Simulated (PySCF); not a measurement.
PySCF 2.14 output of an unrestricted wB97X-V calculation on a single atom or ion in x2c-TZVPPall with one added diffuse shell each of s, p, d, f type (9s7p5d3f, 76 functions), with the spin-free X2C one-electron Hamiltonian (Gaussian nucleus):

```
SCF conv_tol = 1e-09
number electrons alpha = 27  beta = 23
    N. Mardirossian and M. Head-Gordon.,  Phys. Chem. Chem. Phys. 16, 9904-9924 (2014)
cycle= 1 E= -6175.9800615144  delta_E= -0.0077  |g|= 0.0288  |ddm|= 0.166
cycle= 2 E= -6175.98019442074  delta_E= -0.000133  |g|= 0.0102  |ddm|= 0.0482
cycle= 3 E= -6175.98021383159  delta_E= -1.94e-05  |g|= 0.00354  |ddm|= 0.00877
cycle= 4 E= -6175.98021673813  delta_E= -2.91e-06  |g|= 0.000341  |ddm|= 0.00597
cycle= 5 E= -6175.98021683929  delta_E= -1.01e-07  |g|= 3.04e-05  |ddm|= 0.00142
cycle= 6 E= -6175.9802168423  delta_E= -3.02e-09  |g|= 4.12e-06  |ddm|= 0.000262
cycle= 7 E= -6175.98021684236  delta_E= -5.73e-11  |g|= 1.94e-07  |ddm|= 3.34e-05
converged SCF energy = -6175.98021684236  <S^2> = 6.0022257  2S+1 = 5.0008902
```

The run itself started from symmetry-adapted Hartree-Fock orbitals and held the occupation by maximum overlap, on a logarithmic radial grid, so the iterations belong to that start.

Task: Which element, charge and spin multiplicity is this?

Result: Sn (tin, neutral), multiplicity 5; the state was [Kr] 4d10 5s1 5p3, high-spin 5S determinant (an excited configuration).
